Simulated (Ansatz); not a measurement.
Calculated with Ansatz (gas phase, PBE0-D4/def2-TZVP geometries, no zero-point term in ΔE). CCSD(T)/CBS is the MP2 limit (def2-TZVPP, def2-QZVPP) plus CCSD(T) − MP2 in def2-TZVPP, frozen cores. This one scheme is used for every species. DFT in def2-TZVPP. B3LYP here is the variant with VWN-RPA as its local correlation; programs differ in this. HSE06 is defined as in plane-wave codes. For Ge outer-core shells are correlated without core-valence functions, which leaves a few kJ/mol of doubt a bond. Scalar relativity is left out up to krypton. One conformer a species, not always the lowest.

`B[SiH2][GeH2][SiH3]` → `B[SiH2][GeH3]` + `[SiH2]`  (silylene loss)

| level | ΔE (kcal/mol) | difference from CCSD(T)/CBS |
| --- | --- | --- |
| LDA (SPW92) | 69.8 | 7.6 |
| PBE-D4 | 64.5 | 2.3 |
| revPBE-D4 | 62.9 | 0.7 |
| BLYP-D4 | 58.9 | -3.3 |
| r2SCAN-D4 | 67.2 | 5.0 |
| PBE0-D4 | 66.0 | 3.8 |
| B3LYP-D4 | 61.0 | -1.2 |
| r2SCANh-D4 | 67.3 | 5.1 |
| r2SCAN0-D4 | 67.5 | 5.3 |
| HSE06-D4 | 66.0 | 3.8 |
| BHLYP-D4 | 62.8 | 0.6 |
| CAM-B3LYP-D4 | 61.8 | -0.4 |
| ωB97X-V | 63.9 | 1.7 |
| ωB97M-V | 60.2 | -2.0 |
| B2PLYP | 60.2 | -2.0 |
| PBE-QIDH | 66.1 | 3.9 |
| revPBE | 58.7 | -3.5 |
| BLYP | 54.6 | -7.6 |
| r2SCAN | 66.5 | 4.3 |
| PBE0 | 64.0 | 1.8 |
| B3LYP | 57.5 | -4.7 |
| r2SCAN0 | 66.7 | 4.5 |
| HSE06 | 64.1 | 1.9 |
| BHLYP | 59.5 | -2.7 |
| CAM-B3LYP | 59.6 | -2.6 |
| LC-ωPBE | 65.5 | 3.3 |
| RPA@PBE/def2-TZVPP | 55.8 | -6.4 |
| HF/def2-SVP | 54.0 | -8.2 |
| MP2/def2-SVP | 62.2 | 0.0 |
| CCSD/def2-SVP | 56.5 | -5.7 |
| CCSD(T)/def2-SVP | 57.5 | -4.7 |
| HF/def2-TZVPP | 54.9 | -7.3 |
| MP2/def2-TZVPP | 64.8 | 2.6 |
| CCSD/def2-TZVPP | 59.0 | -3.2 |
| CCSD(T)/def2-TZVPP | 60.4 | -1.8 |
| HF/def2-QZVPP | 54.9 | -7.3 |
| MP2/def2-QZVPP | 65.8 | 3.6 |
| SCS-MP2/def2-QZVPP | 62.3 | 0.1 |
| MP2/CBS(def2) | 66.7 | 4.5 |
| CCSD/CBS(def2) | 60.8 | -1.4 |
| CCSD(T)/CBS | 62.2 | 0 |

Largest T1 diagnostic among the species: 0.014.

In def2-TZVPP, CCSD(T) changes the Hartree–Fock value by +5.4 kcal/mol (the triples alone add +1.4 kcal/mol) and MP2 by +9.9 kcal/mol. From PBE to PBE0 (25 % exact exchange), in def2-TZVPP and without D4, ΔE moves by +1.7 kcal/mol. Leaving LDA and LC-ωPBE aside and taking each functional with its dispersion term where it has one, the values spread over 8.5 kcal/mol, from BLYP-D4 to r2SCAN0-D4. LDA lies +7.4 kcal/mol from PBE without D4.

CCSD(T)/CBS has its own doubt, a few kJ/mol and more with outer-core shells, so smaller differences from it don't rank the levels.
